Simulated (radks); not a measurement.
Values are calculated unless marked as measured or tabulated.
Problem. Yb63+, configuration [He] 2s2 2p3. Level of theory: non-relativistic Kohn-Sham, LB94 model potential, spin-polarised, spherical densities, point nucleus; open shells are filled with parallel spins first (spin-orbit coupling, left out, can overturn this in heavy ions); relativity is left out, which matters for an element this heavy (a radial shooting solver on a logarithmic mesh with Libxc functionals). Some entries of the table are withheld. Estimate them.

| orbital | occ. | eigenvalue (eV) | <1/r> (bohr^-1) |
|---|---|---|---|
| 1s down | 1 | -63223.36 | 69.59 |
| 1s up | 1 | -63205.49 | 69.57 |
| 2s up | 1 | -14820.60 | 16.81 |
| 2s down | 1 | -14731.02 | 16.77 |
| 2p up | 3 | -14578.66 | (1) |
| 2p down | 0 | -14492.04 | (2) |
| 3s up | 0 | -6434.429 | 7.340 |
| 3s down | 0 | -6408.358 | 7.320 |
| 3p up | 0 | -6357.121 | 7.317 |
| 3p down | 0 | -6332.582 | 7.302 |

Solution. 
(1) 2p up <1/r> (bohr^-1): 16.79
(2) 2p down <1/r> (bohr^-1): 16.80
